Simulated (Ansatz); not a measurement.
A run for Ansatz (a first-principles code): R-wB97X-V/def2-TZVPPD on CH8OSi (a complex). Files ending in .json are basis or fitting sets from the Basis Set Exchange.

Ansatz 0.2 input:
```yaml
crystal:
  periodic: [false, false, false]
  atoms:
    - {symbol: O, position_ang: [0.15116475, 0.71027261, -0.13049501]}
    - {symbol: H, position_ang: [-0.59643395, 1.24287181, 0.16187523]}
    - {symbol: H, position_ang: [-0.19445424, -0.18669748, -0.19489409]}
    - {symbol: C, position_ang: [1.27897069, 0.14445962, 3.16677539]}
    - {symbol: Si, position_ang: [-0.52635579, -0.32097084, 3.01855756]}
    - {symbol: H, position_ang: [1.41912694, 0.92613673, 3.91565595]}
    - {symbol: H, position_ang: [1.64436436, 0.51157679, 2.20710720]}
    - {symbol: H, position_ang: [1.88013573, -0.71740615, 3.46223487]}
    - {symbol: H, position_ang: [-1.06177774, -0.82566827, 4.30731989]}
    - {symbol: H, position_ang: [-0.72512901, -1.38607267, 2.00199402]}
    - {symbol: H, position_ang: [-1.35151775, 0.84637198, 2.61466566]}
basis:
  gaussian:
    orbitals: def2-TZVPPD.json
hamiltonian:
  xc: {name: wB97X-V}
scf: {lower_state_search: off}
```

It printed:

```
WARN ansatz: RAYON_NUM_THREADS=2 ignored (pool sized by the plan → 2); use --threads N
Functional definition: wB97X-V
these checks for a lower state are left out or cut short: stability, starts, cluster_reference, orbital_swaps, neighbouring_geometries, increment
integrals: 0.23 GiB planned
1145 factors; their error is unknown
integrals: 0.26 GiB planned
377 factors; integrals over basis functions are off by at most 2.9e-5 eV
mean field: 1.94 GiB planned
mean field evaluation 1: about -11086.4746 eV, gradient 5.4e1 eV
mean field evaluation 2: about -11087.1114 eV, gradient 5.3e1 eV
mean field evaluation 4: about -11091.7163 eV, gradient 1.8e0 eV
mean field evaluation 8: about -11091.7302 eV, gradient 3.9e-2 eV
mean field evaluation 16: about -11091.7275 eV, gradient 2.0e-5 eV
mean field -11091.72754054 eV, -407.6134688721 hartree, gradient 4.5e-6 eV, S^2 0.000000; 0 other end points of the search recorded, 0 dependent functions left out
reference -11091.72753783 eV, -407.6134687725 hartree; 18, 18 occupied and 243, 243 virtual orbitals, 1145 factors
Total energy: -11091.72753783 eV, -407.6134687725 hartree
Checks for a lower state left out: stability, starts, cluster_reference, orbital_swaps, neighbouring_geometries, increment
```

The run converged.

Cost: around 14 core-seconds (rough).
